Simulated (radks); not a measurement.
Results of a calculation; reference values are marked as such.
Question: Coulomb parameter of the 4f shell of the cerium ion Ce2+ in the model configuration [Xe] 4f1 6p1, as a second difference U = [E(n + 0.5) + E(n - 0.5) - 2 E(n)] / (0.5)^2 with all orbitals relaxed. "Bare": the charge of the atom changes with n. "Screened": the 6p shell takes up the change at fixed total charge, which measures U(4f,4f) + U(6p,6p) - 2 U(4f,6p). Code: a radial shooting solver on a logarithmic mesh with Libxc functionals. Model: scalar-relativistic Kohn-Sham, r2SCAN, spin-unpolarised, spherical densities, finite nucleus; meta-GGA in the generalised Kohn-Sham scheme; Fermi nuclear charge, rms radius 4.8771 fm. Estimate both.

Answer: U(bare) = 16.150 eV, U(screened by 6p) = 7.702 eV, against the Slater integral F0(4f,4f) = 23.689 eV with frozen orbitals.
